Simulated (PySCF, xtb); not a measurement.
B(NCO)2(OH) (C₂HBN₂O₃), SMILES O=C=NB(O)N=C=O. Other conformers were not sampled.

Harmonic wavenumbers (cm⁻¹) from GFN2-xTB in xtb at its own minimum, in rising order: 47, 80, 99, 108, 352, 377, 500, 500, 513, 523, 527, 583, 652, 877, 1109, 1287, 1557, 1579, 2485, 2546, 3625.

### Question
What does r2SCAN-D4/def2-SVP (PySCF) give at its own minimum? (An estimate is asked for; the answer gives what the named calculation found.)

### Answer
37, 74, 79, 110, 385, 414, 566, 579, 616, 618, 620, 642, 680, 937, 1176, 1351, 1571, 1609, 2418, 2463, 3853. Paired by order, the mean absolute difference is 59 cm⁻¹ and the zero-point energies are 28.5 and 29.7 kcal/mol.
